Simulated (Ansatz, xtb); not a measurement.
C4H12O2Si: which of two isomers lies lower

We compare X, `CC(C)(C)[SiH](O)O`, a singlet, with Y, `CC(C)O[Si@H](C)O`, a singlet. Both are isolated molecules in the gas phase, relaxed with B3LYP-D3(BJ)/def2-SVP, each in the lowest conformer that the search found.

Quicker runs give these differences E(Y) − E(X): GFN2-xTB −1.2 kcal/mol; HF/STO-3G −7.5 kcal/mol (at GFN2-xTB geometries); r2SCAN-D4/def2-SVP +2.4 kcal/mol (at GFN2-xTB geometries).

Q: Estimate which is lower in electronic energy at CCSD(T)/def2-SVP + ΔMP2/def2-TZVPP, and by roughly how much.

A: The CCSD(T)/def2-SVP + ΔMP2/def2-TZVPP calculation puts structure X lower, by 4.9 kcal/mol.

How the difference moves with the method:

```json
{"level": "GFN2-xTB", "geometry": "GFN2-xTB", "E(Y) − E(X) (kcal/mol)": "−1.2", "departure from the last row (kcal/mol)": "−6.1", "job, with rough time for the two": "optimisation, 0.32 s"}
{"level": "HF/STO-3G", "geometry": "GFN2-xTB", "E(Y) − E(X) (kcal/mol)": "−7.5", "departure from the last row (kcal/mol)": "−12.4", "job, with rough time for the two": "single point, 0.42 s"}
{"level": "r2SCAN-D4/def2-SVP", "geometry": "GFN2-xTB", "E(Y) − E(X) (kcal/mol)": "+2.4", "departure from the last row (kcal/mol)": "−2.5", "job, with rough time for the two": "single point, 5.3 s"}
{"level": "B3LYP-D3(BJ)/def2-SVP", "geometry": "B3LYP-D3(BJ)/def2-SVP", "E(Y) − E(X) (kcal/mol)": "+1.0", "departure from the last row (kcal/mol)": "−3.8", "job, with rough time for the two": "optimisation, 94 s"}
{"level": "HF/def2-SVP", "geometry": "B3LYP-D3(BJ)/def2-SVP", "E(Y) − E(X) (kcal/mol)": "−2.3", "departure from the last row (kcal/mol)": "−7.1", "job, with rough time for the two": "part of the CCSD(T) run"}
{"level": "MP2/def2-SVP", "geometry": "B3LYP-D3(BJ)/def2-SVP", "E(Y) − E(X) (kcal/mol)": "+4.9", "departure from the last row (kcal/mol)": "+0.1", "job, with rough time for the two": "part of the CCSD(T) run"}
{"level": "CCSD(T)/def2-SVP", "geometry": "B3LYP-D3(BJ)/def2-SVP", "E(Y) − E(X) (kcal/mol)": "+3.2", "departure from the last row (kcal/mol)": "−1.7", "job, with rough time for the two": "single point"}
{"level": "CCSD(T)/def2-SVP + ΔMP2/def2-TZVPP", "geometry": "B3LYP-D3(BJ)/def2-SVP", "E(Y) − E(X) (kcal/mol)": "+4.9", "departure from the last row (kcal/mol)": "", "job, with rough time for the two": "single point, 2.5 min"}
```

As drawn, Y has 1 C–O, 1 C–H in place of 1 C–C, 1 O–H.

GFN2-xTB, HF/STO-3G, HF/def2-SVP put the two in the other order. The largest departure from CCSD(T)/def2-SVP + ΔMP2/def2-TZVPP is that of HF/STO-3G, 12.4 kcal/mol. The last row adds to CCSD(T) the change of the MP2 difference between the two basis sets, here +1.7 kcal/mol.

With thermal terms from frequencies at re-optimised GFN2-xTB minima (ideal gas, soft modes damped towards free rotors, one conformer each, 298.15 K, 1 atm): on the last row, ΔE + ΔZPE = +4.3, ΔH = +4.6, ΔG = +2.9 kcal/mol.

The correlated steps freeze 11 core orbitals. Mirror images aren't counted in ΔG. Run with Ansatz 0.2.0, xtb 6.7.1; the last row on 4 threads of Arm Neoverse V1 on a shared host.
